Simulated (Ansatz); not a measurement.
HBr, charge -1, doublet, at the geometry of the source list (a state made from the parent by changing its charge; the spin is typed, not shown lowest) (a gas-phase anion, which may not be bound at this level); WB97X-V/6-31G* in Ansatz (a quantum-chemistry and plane-wave program).

Ansatz was given this input:
Ansatz 0.2 input:
```yaml
crystal:
  periodic: [false, false, false]
  atoms:
    - {symbol: Br, position_ang: [0.70040000, 0.00000000, 0.00000000]}
    - {symbol: H, position_ang: [-0.70040000, 0.00000000, 0.00000000]}
basis:
  gaussian:
    orbitals: 6-31G*
hamiltonian:
  xc: {name: wB97X-V}
total_charge: -1
magnetization: {spin_polarized: true, initial_magnetization: 1}
accuracy: high
```

Question: Write the output that Ansatz gives for this input, abridged.

Answer: 
```
Functional definition: wB97X-V
546 factors; integrals over basis functions are off by at most 3.3e-9 eV
120 factors; integrals over basis functions are off by at most 2.0e-9 eV
mean field evaluation 1: about -70044.1515 eV, gradient 1.6e1 eV
mean field evaluation 2: about -70044.6662 eV, gradient 1.3e1 eV
mean field evaluation 4: about -70044.9342 eV, gradient 2.8e-1 eV
mean field evaluation 8: about -70044.9675 eV, gradient 2.4e-2 eV
mean field evaluation 16: about -70044.9676 eV, gradient 1.9e-5 eV
mean field -70044.96755381 eV, -2574.1050794181 hartree, gradient 2.7e-8 eV, S^2 0.752019; 0 other end points of the search recorded, 0 dependent functions left out
reference -70044.96755376 eV, -2574.1050794164 hartree; 19, 18 occupied and 18, 19 virtual orbitals, 546 factors
Total energy: -70044.96755376 eV, -2574.1050794164 hartree
```
